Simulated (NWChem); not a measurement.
Everything below was run with NWChem. System: HAs, charge 0, spin multiplicity 3, at a geometry optimised with UPBE0/def2-SVP. The structure started from a generated list of species. Its SCF solution wasn't tested for a lower state. Level: UMP2/def2-TZVP, 9 core orbitals frozen.

NWChem printed:

```
             Northwest Computational Chemistry Package (NWChem) 7.3.0
             --------------------------------------------------------

                                NWChem Input Module
                                -------------------

 Scaling coordinates for geometry "geometry" by  1.889725989
 (inverse scale =  0.529177249)

 Turning off AUTOSYM since
 SYMMETRY directive was detected!

                             Geometry "geometry" -> ""
                             -------------------------

 Output coordinates in angstroms (scale by  1.889725989 to convert to a.u.)

  No.       Tag          Charge          X              Y              Z
 ---- ---------------- ---------- -------------- -------------- --------------
    1 As                  33.0000     0.00000000     0.00000000     0.04513100
    2 H                    1.0000     0.00000000     0.00000000    -1.48933400

 Effective nuclear repulsion energy (a.u.)      11.3804154653

            Nuclear Dipole moment (a.u.)
            ----------------------------
        X                 Y               Z
 ---------------- ---------------- ----------------
     0.0000000000     0.0000000000    -0.0000207870

      Symmetry information
      --------------------

 Group name             C2v
 Group number             16
 Group order               4
 No. of unique centers     2

      Symmetry unique atoms

     1    2


 Summary of "ao basis" -> "" (spherical)
 ------------------------------------------------------------------------------
       Tag                 Description            Shells   Functions and Types
 ---------------- ------------------------------  ------  ---------------------
 *                         def2-tzvp                  on all atoms

 Summary of "ao basis" -> "ao basis" (spherical)
 ------------------------------------------------------------------------------
       Tag                 Description            Shells   Functions and Types
 ---------------- ------------------------------  ------  ---------------------
 As                        def2-tzvp                16       48   6s5p4d1f
 H                         def2-tzvp                 4        6   3s1p

                                 NWChem SCF Module
                                 -----------------

  ao basis        = "ao basis"
  functions       =    54
  atoms           =     2
  alpha electrons =    18
  beta  electrons =    16
  charge          =   0.00
[...]
     2   0 2 0    -14.215802    -10.178718     -4.037083      0.000000
     2   0 1 1      0.000000     -0.000000      0.000000      0.000000
     2   0 0 2    -14.146301    -12.212766    -10.094596      8.161062

                   NWChem MP2 Semi-direct Energy/Gradient Module
                   ---------------------------------------------

  Basis functions       =     54
  Molecular orbitals    =     54
  Frozen core           =      9
  Frozen virtuals       =      0
  Active alpha occupied =      9
  Active beta occupied  =      7
  Active alpha virtual  =     36
  Active beta virtual   =     38
  Use MO symmetry       = T
  Use skeleton AO sym   = T

  AO/Fock/Back tols     =   1.0D-09  1.0D-09  1.0D-09

 GA uses MA = F    GA memory limited = T

 Available:
  local mem=  1.26D+08
 global mem=  1.44D+08
 local disk=  0.00D+00
  mp2_memr nvloc                    36
  nvloc new                    36
   1 passes of   9:        3145728                      22142                   1640932.
   1 passes of   9: M    126150706           G      144173368           F     123004978.

 Semi-direct pass number   1 of   1  for UHF alpha       at        1.8s
  vrange nnbf                  1485
  mp2_eaftype                    10  avail_ma_in_mb                  1099
 EAF : mp2_eaftype filesize          10     820466.
  mp2_eaf for mointskh                     10
Node 0 wrote      3.8 Mb in      0.0 s     Agg I/O rate:   291.0 Mb/s
 Done moints_semi at        5.3s
  mp2_eaftype                    10  avail_ma_in_mb                  1089
 EAF : mp2_eaftype filesize          10     820466.
  mp2_eaf for kh                    10
 Done maket at        5.3s
 Done multipass loop at        5.3s

 GA uses MA = F    GA memory limited = T

 Available:
  local mem=  1.26D+08
 global mem=  1.44D+08
 local disk=  0.00D+00
  mp2_memr nvloc                    38
  nvloc new                    38
   1 passes of   7:        3145728                      19243                   1348090.
   1 passes of   7: M    126150706           G      144173368           F     123004978.

 Semi-direct pass number   1 of   1  for UHF beta        at        5.4s
  vrange nnbf                  1485
  mp2_eaftype                    10  avail_ma_in_mb                  1099
 EAF : mp2_eaftype filesize          10     674045.
  mp2_eaf for mointskh                     10
Node 0 wrote      3.2 Mb in      0.0 s     Agg I/O rate:   359.2 Mb/s
 Done moints_semi at        8.8s
  mp2_eaftype                    10  avail_ma_in_mb                  1089
 EAF : mp2_eaftype filesize          10     674045.
  mp2_eaf for kh                    10
 Done maket at        8.9s
 Done multipass loop at        8.9s

          -------------------------------------------
          SCF energy               -2234.763949801064
          Correlation energy          -0.218207190474
          Singlet pairs                0.000000000000
          Triplet pairs                0.000000000000
          Total MP2 energy         -2234.982156991538
          -------------------------------------------

          ---------------------------------------------------
                    Spin Component Scaled (SCS) MP2
          Same spin pairs                     -0.066921309037
          Same spin scaling factor             0.333333333333
          Opposite spin pairs                 -0.151285881437
          Opposite spin scaling fact.          1.200000000000
          SCS-MP2 correlation energy          -0.203850160737
          Total SCS-MP2 energy             -2234.967799961800
          ---------------------------------------------------

 -----------------------
 Performance information
 -----------------------

 Timer overhead =  2.43D-07 seconds/call

               Nr. of calls         CPU time (s)                 Wall time (s)                GFlops
             ---------------    -------------------     ------------------------------   -------------------
Name         Min   Avg   Max    Min     Avg     Max     Min     Avg     Max   Mx/calls   Min     Max     Sum
mp2: moin     2     2     2    6.9     6.9     6.9      6.9     6.9     6.9     3.4      0.0     0.0     0.0
mp2: make     2     2     2   0.13    0.13    0.13     0.13    0.13    0.13    6.72E-2   0.0     0.0     0.0
mp2: tota     1     1     1    7.2     7.2     7.2      7.2     7.2     7.2     7.2      0.0     0.0     0.0

 The average no. of pstat calls per process was 5.00D+00
 with a timing overhead of 1.21D-06s

 Task  times  cpu:        8.9s     wall:        8.9s

 Total times  cpu:        8.9s     wall:        8.9s
```

Q: Write an NWChem input that would produce this output.

A: One answer among several that fit: 
```
start mol
memory heap 200 mb stack 900 mb global 1100 mb
geometry units angstroms nocenter noautoz
  As     0.000000     0.000000     0.045131
  H      0.000000     0.000000    -1.489334
  symmetry group C2v
end
basis spherical
  * library def2-tzvp
end
scf
  uhf
  nopen 2
  maxiter 100
  thresh 1e-7
  semidirect memsize 60000000 filesize 0
  # guess.movecs holds the orbitals of an unrestricted PBE0 run
  vectors input guess.movecs output mol.movecs
end
mp2
  freeze core 9
end
task mp2 energy
```
